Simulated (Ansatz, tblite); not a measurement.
Cost and result up the ladder for ZrO3H2 (the lowest singlet isomer of a short search) (6 atoms). The state is a singlet with charge 0. Geometry: PBE-D4/def2-TZVP.

```tsv
atom	x (Å)	y (Å)	z (Å)
Zr1	0.534	-0.016	-0.385
O2	-1.180	-0.369	-1.317
O3	0.837	1.720	-0.228
O4	0.730	-0.944	1.355
H5	-1.858	0.225	-1.669
H6	0.937	-0.617	2.243
```

Ansatz on 4 threads of Arm Neoverse V1 on a shared host; xTB runs through tblite on one thread. Times are rough, summed over both states, and most runs start from the orbitals of an earlier one. PBE0-D4/def2-TZVP serves as the yardstick here, not as an exact answer. The other state is a triplet.

In the def2 sets Zr takes a core potential; there is no spin–orbit coupling. The xTB rows come from tblite. The structure comes from a short search, and lower isomers may exist.

xTB has no spin-polarisation term.

| level | functions | wall time | vertical triplet (eV) | difference from PBE0-D4/def2-TZVP (eV) |
| --- | --- | --- | --- | --- |
| GFN2-xTB | 23 | 0.006 s | 3.59 | -0.05 |
| GFN1-xTB | 25 | 0.008 s | 4.28 | 0.64 |
| PBE-D4/def2-TZVP | 145 | 6.6 s | 3.65 | 0.01 |
| PBE0-D4/def2-TZVP | 145 | 8.2 s | 3.64 | 0.00 |
| r2SCAN-D4/def2-TZVP | 145 | 14 s | 3.58 | -0.06 |
